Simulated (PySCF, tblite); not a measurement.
Isomers of [C6H10OS]+ (charge +1 and doublet state), one GFN2-xTB conformer each. Single-point energies are computed at B3LYP/pcH-1 (PySCF, gas phase, no added dispersion term), electronic only. GFN2-xTB treats the open shell by occupation alone, and not every SCF solution was tested for stability.

```json
{"SMILES": "O=CC[CH+][CH]CCS", "GFN2-xTB relative energy (kcal/mol)": "23.3"}
{"SMILES": "C=CO[C@@H]1CCC[S+]1", "GFN2-xTB relative energy (kcal/mol)": "0.0"}
```

Conformers: `[O:1]=[CH:2][CH2:3][CH+:4][CH:5][CH2:6][CH2:7][SH:8]` (charge +1 and doublet state) with O1–C2–C3–C4 27°, C2–C3–C4–C5 -70°, C3–C4–C5–C6 -1°, C4–C5–C6–C7 140°, C5–C6–C7–S8 -62°; `[CH2:1]=[CH:2][O:3][C@@H:4]1[CH2:5][CH2:6][CH2:7][S+:8]1` (charge +1 and doublet state) with C1–C2–O3–C4 -172°, C2–O3–C4–C5 -140°, O3–C4–C5–C6 -72°, C4–C5–C6–C7 -47°, C5–C6–C7–S8 34°, C6–C7–S8–C4 -10°.

**Question.** What does B3LYP/pcH-1 give for the same structures?

**Answer.** 
```
             SMILES  B3LYP/pcH-1 E (Eh)  B3LYP/pcH-1 (kcal/mol)  GFN2-xTB (kcal/mol)  point group
C=CO[C@@H]1CCC[S+]1          -707.77961                     0.0                  0.0           C1
   O=CC[CH+][CH]CCS          -707.76438                     9.6                 23.3           C1
```

Both levels put the same isomer lowest. As drawn, the higher has an S–H bond, which the lower lacks.

**Question.** What happens when harmonic zero-point energies from GFN2-xTB frequencies are added?

**Answer.** 
| SMILES | ZPE (kcal/mol) | electronic (kcal/mol) | with ZPE (kcal/mol) |
| --- | --- | --- | --- |
| C=CO[C@@H]1CCC[S+]1 | 91.2 | 0.0 | 0.0 |
| O=CC[CH+][CH]CCS | 87.9 | 9.6 | 6.2 |

The zero-point energies span 3.3 kcal/mol. The order is unchanged.
